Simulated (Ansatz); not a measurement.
Cartesian coordinates in Å:
```
C 1.183 0.520 -2.045
Si 0.417 -0.575 -0.774
O 1.631 -1.222 0.118
O -0.592 0.310 0.187
Si -0.995 0.491 1.740
O -2.591 0.706 1.926
F -0.524 -0.843 2.489
H 0.413 1.008 -2.648
H 1.789 1.294 -1.568
H 1.827 -0.057 -2.712
H -0.422 -1.645 -1.374
H 1.392 -1.781 0.860
H -0.327 1.628 2.381
H -3.200 0.167 1.419
```

Total charge 0; spin multiplicity 1.

List the B3LYP/def2-TZVPP orbital energies in eV (Ansatz 0.2.0). (Estimate.)

Computed: Occupied: -1800.66, -1799.81, -671.53, -520.97, -520.73, -520.61, -276.42, -144.95, -144.18, -100.32, -100.29, -100.24, -99.55, -99.50, -99.46, -32.54, -28.08, -27.70, -27.16, -19.31, -16.40, -15.31, -14.44, -13.86, -12.73, -12.48, -12.01, -11.25, -11.13, -11.00, -10.77, -10.46, -9.91, -9.86, -9.61, -9.14, -8.40. Lowest empty: 0.30, 0.63, 1.00, 1.29, 1.56, 2.37, 2.41, 2.61.

B3LYP here is the variant with VWN-RPA as its local correlation; programs differ in this.
